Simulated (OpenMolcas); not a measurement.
Co⁵⁺: terms and fine structure

```json
{
  "Program": "OpenMolcas 26.06",
  "Method": "SS-CASPT2, IPEA 0.25 Eh, imaginary shift 0.1 Eh (closed shells correlated: 3s 3p)",
  "Basis": "ANO-RCC-VTZP [6s5p3d2f1g]",
  "Scalar Hamiltonian": "DKH2, point nucleus",
  "Active space": "4 electrons in 5 orbitals (3d)",
  "State averaging": "2S+1 = 5 even, 5 roots; 2S+1 = 3 even, 45 roots; 2S+1 = 1 even, 50 roots",
  "Spin-orbit coupling": "state interaction with AMFI integrals over the reference wave functions, term energies averaged over their components"
}
```

With spin-orbit coupling, above the lowest level:

| Configuration | Term | J | E (cm-1) | Measured (cm-1) | g | Term weight % |
| --- | --- | --- | --- | --- | --- | --- |
| 3d4 | 5D | 0 | 0.0 | 0.0 |  | 100 |
| 3d4 | 5D | 1 | 221 | 204 | 1.501 | 100 |
| 3d4 | 5D | 2 | 644 | 589 | 1.501 | 100 |
| 3d4 | 5D | 3 | 1241 | 1125 | 1.501 | 100 |
| 3d4 | 5D | 4 | 1984 | 1782 | 1.501 | 100 |
| 3d4 | 3P(1) | 0 | 28460 | 27166 |  | 98 |
| 3d4 | 3H | 4 | 29600 | 28377 | 0.809 | 96 |
| 3d4 | 3P(1) | 1 | 29780 | 28462 | 1.499 | 100 |
| 3d4 | 3H | 5 | 30100 | 28806 | 1.037 | 98 |
| 3d4 | 3H | 6 | 30630 | 29234 | 1.166 | 100 |
| 3d4 | 3P(1) | 2 | 31960 | 30506 | 1.489 | 98 |
| 3d4 | 3F(1) | 2 | 32000 | 30555 | 0.677 | 98 |
| 3d4 | 3F(1) | 3 | 32100 | 30635 | 1.062 | 93 |
| 3d4 | 3F(1) | 4 | 32330 | 30817 | 1.231 | 92 |
| 3d4 | 3G | 3 | 35630 | 34026 | 0.772 | 93 |
| 3d4 | 3G | 4 | 36170 | 34475 | 1.058 | 92 |
| 3d4 | 3G | 5 | 36600 | 34855 | 1.197 | 98 |
| 3d4 | 3D | 3 | 43790 | 41676 | 1.333 | 100 |
| 3d4 | 3D | 2 | 43970 | 41856 | 1.167 | 99 |
| 3d4 | 3D | 1 | 44170 | 42098 | 0.501 | 100 |
| 3d4 | 1G(1) | 4 | 44470 | 41926 | 1.002 | 97 |
| 3d4 | 1I | 6 | 44930 | 42800 | 1.001 | 100 |
| 3d4 | 1S(1) | 0 | 48040 | 45372 |  | 99 |
| 3d4 | 1D(1) | 2 | 55820 | 52740 | 1.001 | 99 |
| 3d4 | 1F | 3 | 62920 | 59930 | 1.001 | 99 |
| 3d4 | 3P(2) | 2 | 73790 | 70164 | 1.500 | 100 |
| 3d4 | 3F(2) | 4 | 74660 | 70798 | 1.250 | 100 |
| 3d4 | 3F(2) | 2 | 74820 | 70926 | 0.667 | 100 |
| 3d4 | 3F(2) | 3 | 74870 | 70998 | 1.083 | 99 |
| 3d4 | 3P(2) | 1 | 75260 | 71624 | 1.501 | 100 |
| 3d4 | 3P(2) | 0 | 76010 | 72303 |  | 100 |
| 3d4 | 1G(2) | 4 | 85350 | 81027 | 1.001 | 100 |
| 3d4 | 1D(2) | 2 | 112530 | 106532 | 1.000 | 100 |
| 3d4 | 1S(2) | 0 | 145200 | 137619 |  | 100 |

Against the 33 measured excited levels shown (Sugar and Corliss, J. Phys. Chem. Ref. Data 10, 1097 (1981)) the mean absolute deviation is 2400 cm-1; the largest miss in energy is 3d4 1S0(2): computed 145200, measured 137619 cm-1 (+5.5 %), and the largest in proportion 3d4 5D4 (+11.4 %).

Spin-orbit coupling puts the lowest level 1282 cm-1 below the lowest spin-free term.

For 5D the intervals divided by the larger J are 221.2, 211.5, 198.9, 185.8 cm-1. Landé's interval rule makes them equal in pure LS coupling; they differ by 17 % of their mean. The multiplet is regular.

CASPT2 does not keep the components of a term degenerate, so their means are used; among the terms shown or strongly mixed into the levels shown the widest spread is 290 cm-1 (3d4 1F). The CASPT2 spread within a term exceeds the gap to the next term for 3d4 3D and 3d4 1G(1), so the order of their levels is uncertain. Measured partners are found by configuration, term and J. A level has none where our copy of the source lacks it or the pairing is in doubt (some pairs that miss far off the trend of their configuration count as doubtful), and it then counts in no deviation. Levels of configurations outside the active space are missing.

The term weight is that of the spin-free term in the level, not the purity of its configuration. A number in round brackets counts repeated terms of one configuration in the order of the reference energies.
